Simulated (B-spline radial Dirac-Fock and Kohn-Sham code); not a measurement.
## f′ and f″ of Ca, 650.9 eV to 5.4147 keV

Method: the dispersion relation over Dirac-Hartree-Slater subshell photoionisation cross sections, with the Kissel-Pratt high-energy constant (isolated atom, no bound-bound lines or fine structure). Computed with a radial B-spline solver. The forward scattering factor is f₀ + f′ + i f″.

Input file task.json (cfg lists n, l and occupation; rrms is the nuclear radius in fm):

```json
{"items": [{
  "Z": 20,
  "q": 0,
  "cfg": [[1, 0, 2], [2, 0, 2], [2, 1, 6], [3, 0, 2], [3, 1, 6], [4, 0, 2]],
  "A": 40,
  "rrms": 3.4776,
  "do": "dispersion",
  "hv": [650.9, 993.8, 1000.0, 1253.6, 1486.9, 2000.0, 2529.0, 2611.0, 2984.4, 3236.0, 4000.0, 4293.0, 4510.9, 5080.0, 5363.0, 5376.0, 5414.7, 6000.0, 6403.9, 6930.3, 7554.0, 8047.8, 8737.0, 9251.7, 10270.0, 10560.0, 10720.0, 11550.0, 12000.0, 15000.0, 16590.0, 17479.3, 19270.0, 21160.0, 22162.9, 24209.8, 26560.0, 27860.0, 30000.0, 40000.0, 49730.0, 53980.0, 60880.0, 64940.0],
  "edges": {"K": 4038.5, "L1": 438.4, "L2": 349.7, "L3": 346.2}
}]}
```

Run with: `python xray2_run.py task.json out`

Edges near this range: K 4038.5 eV.

| hν (eV) | λ (Å) | f′ (e) | f″ (e) | tabulated f′ | tabulated f″ |
| --- | --- | --- | --- | --- | --- |
| 650.9 | 19.05 | -1.891 | 8.381 | – | 8.25 |
| 993.8 | 12.48 | -0.402 | 4.589 | – | 4.48 |
| 1000 | 12.40 | -0.396 | 4.546 | -0.21 | 4.44 |
| 1253.6 | 9.890 | -0.329 | 3.217 | -0.18 | 3.10 |
| 1486.9 | 8.338 | -0.410 | 2.455 | -0.29 | 2.34 |
| 2000 | 6.199 | -0.697 | 1.509 | -0.64 | 1.42 |
| 2529 | 4.902 | -1.028 | 1.015 | -1.01 | 0.96 |
| 2611 | 4.749 | -1.083 | 0.961 | -1.07 | 0.91 |
| 2984.4 | 4.154 | -1.364 | 0.763 | -1.38 | 0.73 |
| 3236 | 3.831 | -1.606 | 0.662 | -1.65 | 0.63 |
| 4000 | 3.100 | -4.596 | 0.456 | -5.29 | 0.44 |
| 4293 | 2.888 | ? | ? | ? | ? |
| 4510.9 | 2.749 | -1.383 | 3.417 | -1.38 | 3.34 |
| 5080 | 2.441 | -0.469 | 2.823 | -0.49 | 2.77 |
| 5363 | 2.312 | -0.237 | 2.586 | -0.26 | 2.54 |
| 5376 | 2.306 | -0.228 | 2.575 | -0.25 | 2.53 |
| 5414.7 | 2.290 | -0.202 | 2.546 | -0.22 | 2.50 |

Question: What are f′ and f″ at 4293 eV?

Answer: f′ = -2.171 and f″ = 3.684 electrons (tables: -2.11 and 3.62). By the optical theorem f″ corresponds to a photoabsorption cross section 2 rₑ λ f″ = 60000 b.

Tabulated f′: xraylib 4.2 anomalous scattering factors (Cullen et al., EPDL97); f″: Chantler's tables (J. Phys. Chem. Ref. Data 1995 and 2000). Both are theoretical tables.
